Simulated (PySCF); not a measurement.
## C₆ coefficients of unlike pairs at B3LYP

Calculated with PySCF 2.14 from the dipole response of each species, C₆(A,B) = (3/π) ∫ α_A(iu) α_B(iu) du, in atomic units, from isotropic polarisabilities. For ions this is the dispersion term alone; charge-induced terms of lower order in 1/R come first.

| species | configuration | basis | relativity | α (bohr³) | C₆ (like pair) |
| --- | --- | --- | --- | --- | --- |
| Bi³⁺ | [Xe] 4f14 5d10 6s2 (1S) | aug-cc-pVQZ-PP with ECP60MDF (7s7p5d3f2g) | core potential | 9.780 | 57.37 |
| Tl | [Xe] 4f14 5d10 6s2 6p1 (2P) | aug-cc-pwCVTZ-DK3 (11s10p8d5f1g) | spin-free X2C | 80.01 | 830.7 |
| Sb²⁺ | [Kr] 4d10 5s2 5p1 (2P) | aug-cc-pVTZ-DK3 (8s7p5d2f) | spin-free X2C | 15.52 | 91.81 |
| Sc³⁺ | [Ar] (1S) | aug-cc-pwCVTZ-DK with one added diffuse shell each of s, p, d, f, g type (11s10p8d5f4g) | spin-free X2C | 2.151 | 5.689 |

(1) Estimate C₆ for Tl with Bi³⁺.

No spin-orbit coupling is included.

The other pairs:

```
      pair     C₆
  Sc³⁺, Tl  49.97
Sc³⁺, Bi³⁺  17.47
Sc³⁺, Sb²⁺  20.11
  Sb²⁺, Tl  257.2
Sb²⁺, Bi³⁺  70.48
```

Results:

(1) The integral gives 186.8. The combination rule 2 C_A C_B / (C_A α_B/α_A + C_B α_A/α_B) gives 167.0 and the geometric mean 218.3.
